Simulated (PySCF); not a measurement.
C6H12F2O.
Numbering: `[CH3:1][C:2]([CH3:3])([F:4])[O:5][C:6]([CH3:7])([CH3:8])[F:9]`

The computed photoelectron lines, unassigned: C 1s: 290.82 (area 4), 294.35 (area 2) eV; O 1s: 538.70 eV; F 1s: 691.96 eV.

Method used: delta-SCF UKS SCAN, pcX-2 on the ionised atom, pcseg-1 elsewhere, spin-free X2C in PySCF 2.14.0. Isolated species at its PBE0-D3(BJ)/def2-SVP geometry (one conformer only).

Question: Which carbon gives which C 1s line?

Answer: 290.82 eV: C1/C3/C7/C8 (methyl carbon); 294.35 eV: C2/C6 (sp3 C–F carbon). The listed C 1s values span 3.53 eV, from C1/C3/C7/C8 (bonded to C and 3 H) to C2/C6 (bonded to F, O and 2 C).

Bonded neighbours of each site: C1/C3/C7/C8: C and 3 H; C2/C6: F, O and 2 C; F4/F9: C; O5: 2 C.

Question: Which effective nuclear charge Zeff reproduces each element's mean 1s value in the hydrogen-like formula E = 13.606 eV × Zeff²?

Answer: C (Z = 6): mean 292.0 eV, Zeff = 4.63, Z − Zeff = 1.37; O (Z = 8): mean 538.7 eV, Zeff = 6.29, Z − Zeff = 1.71; F (Z = 9): mean 692.0 eV, Zeff = 7.13, Z − Zeff = 1.87. Means run over the listed sites, weighted by atom count.

Topologically equivalent atoms share the value of their first member; where this conformer doesn't relate them by symmetry, their own values could differ.

The run took 2.6 min of wall time on one thread, Arm Neoverse N1 (aarch64), no GPU, shared host, and the process peaked at 0.66 GiB of memory.

Conformer computed: `[CH3:1][C:2]([CH3:3])([F:4])[O:5][C:6]([CH3:7])([CH3:8])[F:9]`: C1–C2–O5–C6 176°, C2–O5–C6–C7 176°.
